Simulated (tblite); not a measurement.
Run record: tight-binding relaxation, `C=CP(/C=C/C)CCC`.

Computed with GFN2-xTB geometry optimisation, gas phase (tblite 0.8.0). Start geometry: from a force field or distance geometry. The input is one job of a driver script: a line of settings, then coordinates in Å.

Command:
```bash
OMP_NUM_THREADS=1 python probes_run.py task.json out
```

Input:
```
{"job": {"kind": "relax", "xc": "GFN2-xTB", "basis": "xTB"}, "charge": 0, "multiplicity": 1}
C      0.822100    -3.084900    -0.534000
C     -0.012900    -2.647300     0.417000
P     -0.108700    -0.836300     0.650700
C      1.339400    -0.060800    -0.212000
C      2.261100     0.478500     0.592300
C      3.453100     1.109400    -0.055800
C     -1.663900    -0.227900    -0.199900
C     -1.914600     1.209000     0.217300
C     -3.165000     1.778600    -0.429400
H      0.959500    -4.133400    -0.755100
H      1.362600    -2.362300    -1.127000
H     -0.591000    -3.318900     1.054600
H      1.420200    -0.073500    -1.281300
H      2.123400     0.453400     1.659300
H      3.391100     1.149700    -1.158600
H      3.603200     2.164100     0.297300
H      4.390200     0.571700     0.210400
H     -2.520900    -0.909100     0.092700
H     -1.586600    -0.273700    -1.295000
H     -2.054600     1.275200     1.337000
H     -1.087500     1.889000    -0.015300
H     -3.254500     1.451600    -1.497900
H     -4.073300     1.517000     0.158400
H     -3.104300     2.900400    -0.451300
```

Output:
```
step      E/eV     max force
  0    -740.09811    1.881
  1    -740.32626    1.431
  2    -740.44036    0.838
  3    -740.50858    0.538
  4    -740.56090    0.540
  5    -740.58659    0.492
  6    -740.62329    0.436
  7    -740.65586    0.464
  8    -740.68328    0.311
  9    -740.70117    0.330
... (83 lines left out)
 93    -740.89009    0.028
 94    -740.89020    0.022
 95    -740.89029    0.021
 96    -740.89039    0.019
 97    -740.89046    0.016
 98    -740.89050    0.014
 99    -740.89054    0.015
100    -740.89058    0.016
101    -740.89062    0.013
102    -740.89065    0.009
```

«max force» is the largest atomic force in eV/Å.

**Question.** From which step on does the largest force stay under 0.1 eV/Å, and how much energy is left to gain from there?

**Answer.** From step 58 (0.086 eV/Å), 12.6 meV above the end.

Main results: energy lowered by 18.3 kcal/mol over 102 steps; largest atomic force 0.009 eV/Å at the end.

On one thread, Arm Neoverse V2 (aarch64), no GPU (shared host), this took 0.75 s.
Labels such as C1 count atoms from 1, the log's own numbers from 0.
